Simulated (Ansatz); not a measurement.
CH2O, SMILES `[CH]O` (excited triplet; H–C–O–H torsion 102°) (charge 0, multiplicity 3). This triplet is an excited state, 0.96 eV above the relaxed singlet at the level composite: frozen-core CCSD(T) with HF/cc-pVQZ and the correlation energy extrapolated as X^-3 from cc-pVTZ and cc-pVQZ, plus CCSDT(Q) minus CCSD(T) in cc-pVDZ // PBE0-D3(BJ)/def2-TZVP (Ansatz, a program for electronic structure).

Method: frozen-core fic-MRCISD+Q@CASSCF(2e,2o)/cc-pVTZ // PBE0-D3(BJ)/def2-TZVP (Ansatz).

Ansatz 0.2 input:
```yaml
crystal:
  periodic: [false, false, false]
  atoms:
    - { symbol: C, position_ang: [0.544267, 0.285795, -0.245439] }
    - { symbol: O, position_ang: [-0.674742, 0.278985, 0.275177] }
    - { symbol: H, position_ang: [1.396279, -0.249455, 0.17725] }
    - { symbol: H, position_ang: [-1.265804, -0.315323, -0.206989] }
basis:
  gaussian: { orbitals: cc-pVTZ }
correlation:
  method: fic_mrcisd_q
  active_space: { window: { electrons: 2, orbitals: 2 } }
magnetization:
  spin_polarized: false
  initial_magnetization: 2
```

Output:

```
Functional definition: HF
517 factors; integrals over basis functions are off by at most 6.4e-4 eV
mean field evaluation 1: about -3095.6180 eV, gradient 2.2e1 eV
mean field evaluation 2: about -3095.6211 eV, gradient 2.2e1 eV
mean field evaluation 4: about -3097.1350 eV, gradient 4.4e0 eV
mean field evaluation 8: about -3097.2252 eV, gradient 9.3e-2 eV
mean field -3097.22525685 eV, -113.8209288147 hartree, gradient 3.0e-6 eV, S^2 2.000000; 0 other end points of the search recorded, 0 dependent functions left out
reference -3097.22525685 eV, -113.8209288147 hartree; 9, 7 occupied and 79, 81 virtual orbitals, 517 factors
state -3097.22525685 eV, -113.8209288147 hartree
contracted CI cycle   1: correlation 0.00000000 eV, 0.0000000000 hartree, residual 3.80e1 eV
contracted CI cycle   2: correlation -9.23209743 eV, -0.3392733227 hartree, residual 5.12e0 eV
contracted CI cycle   3: correlation -9.46882583 eV, -0.3479729309 hartree, residual 1.25e0 eV
contracted CI cycle   4: correlation -9.48544777 eV, -0.3485837760 hartree, residual 3.85e-1 eV
contracted CI cycle   5: correlation -9.48753308 eV, -0.3486604096 hartree, residual 1.48e-1 eV
contracted CI cycle   6: correlation -9.48779980 eV, -0.3486702114 hartree, residual 5.00e-2 eV
contracted CI cycle   7: correlation -9.48782545 eV, -0.3486711543 hartree, residual 1.30e-2 eV
contracted CI cycle   8: correlation -9.48782711 eV, -0.3486712153 hartree, residual 3.43e-3 eV
contracted CI cycle   9: correlation -9.48782724 eV, -0.3486712199 hartree, residual 9.79e-4 eV
contracted CI cycle  10: correlation -9.48782725 eV, -0.3486712204 hartree, residual 3.20e-4 eV
state -3097.22525685 eV, -113.8209288147 hartree; corrected -3107.57344708 eV, -114.2012177912 hartree
Total energy: -3107.57344708 eV, -114.2012177912 hartree
```
